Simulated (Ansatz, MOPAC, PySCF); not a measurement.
System: SF, charge 0, multiplicity 2. SMILES: F[S]
Structure (B3LYP-D3(BJ)/def2-TZVP (Ansatz, an electronic-structure program) minimum search):
```
S
F 1 1.6093
```
Charge 0, spin multiplicity 2.

Quantity: enthalpy of formation at 298 K, in kcal/mol. Terms: PM7 with its own dispersion and hydrogen-bond terms; non-relativistic; 6-31G* and kin with 6d, 5d where marked; no spin-orbit coupling; UHF or UKS for open shells; frozen cores in correlated levels; 6-311+G** with 5d, 6d on Na to Ar in Ansatz. Basis-set limits of correlation are two-point, X^-3; Hartree-Fock from the larger set (for Q and 5 zeta extrapolated as (X+1)exp(-9√X)). Ab initio and DFT rows: single points at B3LYP-D3(BJ) geometries (Ansatz), with unscaled harmonic terms from B3LYP/6-31G* at its own minima, enthalpies of formation by atomisation with measured atoms. Semi-empirical rows: MOPAC heats of formation at their own minima for 298 K.

Coupled cluster (Ansatz) is a level with limits of its own, used here on species with T1 under 0.025 (0.045 for open shells) and stable references: CCSD(T)/CBS(cc-pV(Q+d)Z,cc-pV(5+d)Z).

Value to compare with, CCSD(T)/CBS(cc-pV(Q+d)Z,cc-pV(5+d)Z) (Ansatz): 0.6 kcal/mol.

```json
[
 {"level": "AM1", "program": "MOPAC", "enthalpy of formation at 298 K (kcal/mol)": "-20.6", "difference": "-21.2"},
 {"level": "PM7", "program": "MOPAC", "enthalpy of formation at 298 K (kcal/mol)": "-2.4", "difference": "-3.0"},
 {"level": "BP86/6-31G* (5d)", "program": "PySCF", "enthalpy of formation at 298 K (kcal/mol)": "-4.6", "difference": "-5.2"},
 {"level": "B3LYP/cc-pVDZ", "program": "Ansatz", "enthalpy of formation at 298 K (kcal/mol)": "8.5", "difference": "7.9"},
 {"level": "PBE0/6-311+G**", "program": "Ansatz", "enthalpy of formation at 298 K (kcal/mol)": "10.6", "difference": "10.0"},
 {"level": "MP2/6-31G*", "program": "Ansatz", "enthalpy of formation at 298 K (kcal/mol)": "11.5", "difference": "10.9"},
 {"level": "PBE/def2-TZVPD", "program": "Ansatz", "enthalpy of formation at 298 K (kcal/mol)": "-9.4", "difference": "-10.0"},
 {"level": "B2PLYP-D3(BJ)/def2-TZVPD", "program": "Ansatz + dftd3", "enthalpy of formation at 298 K (kcal/mol)": "1.4", "difference": "0.8"}
]
```

Among the 6 habitual levels, AM1 lies farthest from CCSD(T)/CBS(cc-pV(Q+d)Z,cc-pV(5+d)Z) (Ansatz) (-21.2 kcal/mol) and PM7 nearest (-3.0); 3 of 6 lie above it, and their mean absolute difference is 9.7 kcal/mol, the median 8.9. One case shows no general order.

The levels are drawn from those run, B3LYP/6-31G* more often than the rest, none by its result; runs whose electronic state is in doubt are left out.
